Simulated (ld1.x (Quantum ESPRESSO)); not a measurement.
## Varying the TM potential for cerium (Ce)

Base potential:

```
Element                 : cerium
Generator               : ld1.x (Quantum ESPRESSO) 7.5
Type                    : norm-conserving Troullier–Martins (Kleinman–Bylander form)
Functional              : PBE
Relativity              : scalar-relativistic
Frozen core             : [Kr] 4d10 4f1
Valence charge          : 11
Reference configuration : 5s2 5p6 5d1 6s1 6p1
Partial waves           : 5p (bound): rc 2.60 bohr; 5d (bound): rc 2.85 bohr; 5s (bound): rc 1.55 bohr
Local potential         : the s channel
Core correction         : none
```

Occupied shells without a wave of their own: 6p, 6s. They enter only through the test configuration that unscreens the potential.

Cutoffs, loose and tight: the cutoffs (Ry, on a coarse ladder) from which the occupation-weighted sum of valence levels, in a spherical-Bessel basis at the reference potential, stays within 10 and 1 mRy of its value at 400 Ry. They do not see the model core or the augmentation charge, which bear on the density cutoff. Test errors are all-electron minus pseudo excitation energies from the reference, over the configurations 5s2 5p6 5d1 6s2 6p0; 5s2 5p6 5d1 6s1 6p0; 5s2 5p6 5d1 6s0 6p0; 5s2 5p6 5d0 6s2 6p1; 5s2 5p6 5d1 6s0 6p1; 5s2 5p6 5d1 6s0 6p2; 5s2 5p6 5d1.5 6s1.5 6p0. A dash means not determined; rows that change the core or the reference have their own tests.

| change | outcome | cutoff, loose | cutoff, tight | bound ghosts | largest test error (meV) |
| --- | --- | --- | --- | --- | --- |
| base | generated | 50 Ry | 90 Ry | none | -147 |
| all radii scaled by about 0.77 (s 1.18, p 2.00, d 2.18 bohr) | generated, misses its reference levels by 0.19 eV | 110 Ry | 260 Ry | none | -327 |
| all radii scaled by about 0.84 (s 1.30, p 2.20, d 2.40 bohr) | generated | 80 Ry | 140 Ry | none | -154 |
| all radii scaled by about 0.91 (s 1.42, p 2.36, d 2.60 bohr) | generated | 50 Ry | 90 Ry | none | -133 |
| all radii scaled by about 0.95 (s 1.46, p 2.46, d 2.70 bohr) | generated | 50 Ry | 90 Ry | none | -129 |
| all radii scaled by about 1.17 (s 1.82, p 3.04, d 3.34 bohr) | generated | 40 Ry | 70 Ry | none | -288 |
| all radii scaled by about 1.24 (s 1.92, p 3.22, d 3.54 bohr) | generated, misses its reference levels by 0.21 eV | 40 Ry | 60 Ry | none | -452 |
| all radii scaled by about 1.30 (s 2.02, p 3.38, d 3.70 bohr) | generated, misses its reference levels by 0.32 eV | 35 Ry | 45 Ry | none | -621 |
| all radii scaled by about 1.39 (s 2.16, p 3.60, d 3.96 bohr) | generated, misses its reference levels by 0.47 eV | 30 Ry | 40 Ry | none | -852 |

(1) What comes out with this change to the base: all radii scaled by about 1.12 (s 1.74, p 2.90, d 3.18 bohr)?

(2) What comes out with this change to the base: all radii scaled by about 1.05 (s 1.64, p 2.74, d 3.00 bohr)?

## Answers

(1) outcome: generated; cutoff, loose: 45 Ry; cutoff, tight: 80 Ry; bound ghosts: none; largest test error (meV): -246.

(2) outcome: generated; cutoff, loose: 45 Ry; cutoff, tight: 90 Ry; bound ghosts: none; largest test error (meV): -174.

Reading the sweep of the scale of all radii (base = 1) (base included, trends over the rows without a ghost): The loose cutoff falls from 110 Ry at 0.77 to 30 Ry at 1.39. A larger radius leaves more room for a smooth pseudo-wave, so fewer plane waves are needed; a smaller one forces it to follow the all-electron wave where it bends sharply. The median size of the test errors (rows with all tests solved) is not monotonic: lowest 33.0 meV at 0.95, highest 472.7 meV at 1.39.
